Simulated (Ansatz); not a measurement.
One change: `CO[Si](N)(O)[SiH3]` becomes `N[Si](O)([SiH3])[SiH3]`.

Ansatz, PBE0-D4/def2-TZVP geometries, multiplicity 1. Each molecule was computed in one conformer, which needn't be the lowest.

```
                                          property  `CO[Si](N)(O)[SiH3]`
              HOMO–LUMO gap (PBE0/def2-TZVPP) / eV                  7.71
               LUMO energy (B3LYP/def2-TZVPP) / eV                  0.24
             HOMO–LUMO gap (B3LYP/def2-TZVPP) / eV                  7.29
                 LUMO energy (PBE/def2-TZVPP) / eV                 -0.40
             LUMO energy (ωB97M-V/def2-TZVPP) / eV                  2.08
size of the dipole moment (ωB97M-V/def2-TZVPP) / D                  1.36
```

Task: What does the change do to each property? (Estimate.)

Result: Ansatz gave: 
```tsv
property	`N[Si](O)([SiH3])[SiH3]`	shift
HOMO–LUMO gap (PBE0/def2-TZVPP) / eV	6.74	-0.97
LUMO energy (B3LYP/def2-TZVPP) / eV	-0.61	-0.85
HOMO–LUMO gap (B3LYP/def2-TZVPP) / eV	6.40	-0.89
LUMO energy (PBE/def2-TZVPP) / eV	-1.25	-0.85
LUMO energy (ωB97M-V/def2-TZVPP) / eV	1.24	-0.84
size of the dipole moment (ωB97M-V/def2-TZVPP) / D	0.68	-0.68
```

With PBE0 the HOMO rises by 0.06 eV and the LUMO falls by 0.91 eV, so the gap narrows by about 0.97 eV. PBE moves the HOMO by -0.10 eV and ωB97M-V by 0.24 eV. Dipoles are sizes alone; their direction can turn.

B3LYP here is the variant with VWN-RPA as its local correlation; programs differ in this.
